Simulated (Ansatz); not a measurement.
Gas-phase electronic energies from Ansatz, PBE0-D4/def2-TZVP geometries. CCSD(T)/CBS adds triple-zeta CCSD(T) − MP2 to the extrapolated MP2 energy (def2 sets, frozen cores). This one scheme is used for every species. DFT in def2-TZVPP. B3LYP here is the variant with VWN-RPA as its local correlation; programs differ in this. Elements past krypton have def2 core potentials. For Br, In outer-core shells are correlated without core-valence functions, which leaves a few kJ/mol of doubt a bond. Scalar relativity is left out up to krypton. Each species was taken in one conformer, which may not be the lowest.

`[SiH3][O][In]([SH])[Br]` + H₂O → `[OH][In]([SH])[Br]` + silanol  (formal hydrolysis of the In–O bond)

**Question.** Is it downhill or uphill in electronic energy at CCSD(T)/CBS, and by how much? (Best estimate.)

**Answer.** The calculation gave: Uphill: ΔE = +0.22 eV.

**Question.** What do these levels give: r2SCAN-D4, ωB97M-V, PBE, B3LYP, CCSD/def2-TZVPP, CCSD/CBS(def2)? (Estimate.)

**Answer.** Computed: r2SCAN-D4 0.13, ωB97M-V 0.15, PBE 0.05, B3LYP 0.08, CCSD/def2-TZVPP 0.20, CCSD/CBS(def2) 0.22 eV.

Largest T1 diagnostic among the species: 0.013.

The D4 term adds +0.07 eV with B3LYP and +0.04 eV with PBE0; it sums over pairs of atoms, weighted by their polarisabilities, and B3LYP, whose exchange is more repulsive, gets the larger term. From PBE to PBE0 (25 % exact exchange), in def2-TZVPP and without D4, ΔE moves by +0.05 eV.
